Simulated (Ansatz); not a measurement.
`C[CH2][Zn][Cl]`, charge 0, multiplicity 1.

Q: Give a relaxed structure at PBE0-D4/def2-TZVP (Ansatz). (An estimate is asked.)

A: The calculation gave: 
```xyz
9

C    -0.592    1.006   -0.197
C    -0.066   -0.389   -0.524
Zn    1.017   -1.208    0.861
Cl    2.196   -2.098    2.370
H    -1.192    1.405   -1.021
H     0.218    1.717   -0.016
H    -1.226    1.008    0.692
H    -0.895   -1.074   -0.729
H     0.541   -0.368   -1.434
```
Point group Cs.
This is one stationary point; other conformers may exist.
